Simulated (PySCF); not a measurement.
**Worked example: oscillator strength and radiative lifetime**

Al(Cl)(I)(OH) (AlClHIO), SMILES [OH][Al]([Cl])[I].

The structure is a stationary point at B3LYP-D3(BJ)/def2-SVP. The def2 effective core potentials stand for the cores of I; spin–orbit coupling is left out. The values are those of a single conformer.

TDDFT-ωB97X/def2-SVPD (PySCF 2.14.0) puts the first singlet state with f over 0.02 at 5.81 eV (vertical), with the transition dipole (-0.433, -0.148, 0.000) in atomic units.

Question: Find the oscillator strength, the wavelength and the radiative lifetime that this transition would have in vacuum if emission retraced absorption.

Answer: 
|μ|² = 0.2094 au, so |μ| = 1.16 D. ΔE = 5.81/27.211 = 0.2135 hartree. f = (2/3) ΔE |μ|² = 0.030 (the program prints 0.030).
λ = 1239.84/5.81 = 213 nm; ν = 46861 cm⁻¹.
Einstein's coefficient A = 0.6670 ν² f s⁻¹ (ν in cm⁻¹) = 4.4e7 s⁻¹, so τ = 1/A = 23 ns. This state is S1. The figure is the radiative limit of this one transition; relaxation, internal conversion, crossing to triplets and a medium change what is measured.
